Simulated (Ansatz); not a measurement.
`FC1CCC(F)(F)O1`. Charge 0, multiplicity 1.

```xyz
13

F    -1.1667   -0.9090   -1.6255
C    -1.1443    0.0794   -0.6680
C     0.1750    0.8220   -0.7276
C     1.0562   -0.0724    0.1318
C     0.0607   -0.6037    1.1463
F     0.2935   -1.8752    1.5099
F     0.0706    0.1162    2.2923
O    -1.1999   -0.5095    0.5924
H    -2.0446    0.6784   -0.8073
H     0.0539    1.8086   -0.2755
H     0.5198    0.9435   -1.7529
H     1.8813    0.4369    0.6248
H     1.4445   -0.9150   -0.4406
```

**Question.** What are the harmonic wavenumbers in cm⁻¹ at PBE0-D4/def2-TZVP (Ansatz, finite differences of forces, unscaled)? (Estimate.)

**Answer.** The calculation gave: 70, 145, 341, 379, 422, 473, 523, 581, 668, 765, 817, 884, 921, 989, 1013, 1037, 1138, 1143, 1160, 1225, 1248, 1280, 1345, 1370, 1384, 1398, 1469, 1486, 3094, 3112, 3131, 3161, 3176.

**Question.** Is this a minimum?

**Answer.** Yes, all 33 modes are real.

**Question.** Give the ideal-gas thermochemistry at 298.15 K and 1 bar (rigid rotor, harmonic oscillator; point group C1, symmetry number 1).

**Answer.** Zero-point energy 247.3 kJ/mol; H(298) − E = 267.0 kJ/mol; entropy 342.5 J/(mol·K), of which translation 169.2, rotation 116.7, vibration 56.6; G(298) − E = 164.9 kJ/mol. Modes under 100 cm⁻¹ are hindered rotations or soft bends, so the harmonic entropy is rough.

**Question.** Rotational constants (cm⁻¹)?

**Answer.** 0.1203, 0.05753, 0.05179.
